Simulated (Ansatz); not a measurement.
Ideal-gas functions of Br3Ga (`[Br][Ga]([Br])[Br]`) at 400 K and 1 bar, from an Ansatz frequency run at PBE0-D4/def2-TZVP.

Molar mass 309.44 g/mol, point group D3h (symmetry number 6), electronic degeneracy 1, moments of inertia 612.65, 612.716, 1225.366 u Å². Harmonic wavenumbers (cm⁻¹, unscaled): 81, 81, 111, 230, 353, 353.

Use S(trans) = R[1.5 ln M + 2.5 ln T − 1.1517]; rotational temperatures θ = 24.2544 K / I; S(rot) = R[ln(√π/σ · √(T³/θAθBθC)) + 1.5]; for each mode x = 1.438777 ν̃/T, S = R[x/(eˣ − 1) − ln(1 − e⁻ˣ)] and H = RT x/(eˣ − 1); 1 cm⁻¹ = 0.0119627 kJ/mol; R = 8.31446 J/(mol·K).

Question: By hand: the entropy, in J/(mol·K).

Answer: Translation 186.5. Rotation: θ = 0.0396, 0.0396, 0.0198 K, giving 120.2. Vibration, mode by mode: 18.60, 18.60, 16.00, 10.12, 6.87, 6.87, in all 77.1. Electronic 0.0. Sum 383.8 J/(mol·K).

Question: By hand: H − E and G − E in kJ/mol, counted from the electronic energy.

Answer: Zero-point energy ½ × 1209 × 0.0119627 = 7.2; thermal vibration 13.9; translation, rotation and pV give 4 RT = 13.3. H − E = 34.4 kJ/mol, and G − E = 34.4 − 400 × 383.8/1000 = -119.1 kJ/mol.

Vibration gives 20 % of the entropy, 53.2 J/(mol·K) of it from the modes under 150 cm⁻¹: soft modes count most, and the harmonic formula is weakest for them.
